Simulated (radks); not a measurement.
Task: Ionisation of neutral iron, [Ar] 3d6 4s2, to [Ar] 3d6 4s1 as the strength of local exchange is varied. Method: scalar-relativistic Kohn-Sham, Slater X-alpha exchange (alpha = 2/3 is LDA exchange), no correlation, spin-polarised, spherical densities, point nucleus; open shells are filled with parallel spins first; computed with a radial shooting solver on a logarithmic mesh with Libxc functionals.

alpha  E(Fe) (hartree)  exchange (hartree)  IE (eV)  -e of the level emptied (eV)  <r> of it (bohr)
0.575      -1261.12109           -43.87846    6.367                    3.525 (4s)             3.277
0.653      -1267.09168           -50.07508    6.720                    3.908 (4s)             3.220
0.745      -1274.17140           -57.45763    7.155                    4.386 (4s)             3.152
0.75       -1274.55733           -57.86113    7.180                    4.413 (4s)             3.148
0.941      -1289.38877           -73.44968    8.149                    5.494 (4s)             3.013
0.965      -1291.26465           -75.43243    8.277                    5.638 (4s)             2.996
1.044      -1297.45862           -81.99659    8.706                    6.124 (4s)             2.943
?          -1268.16642           -51.19337    6.785                    3.979 (4s)             3.209

Which alpha was used in the last row?

Result: alpha = 0.667. NIST Atomic Spectra Database: 7.902 eV (measured). The Delta-SCF value meets it near alpha = 0.89. Open shells are spherical and high-spin; term and fine-structure splittings are not resolved.
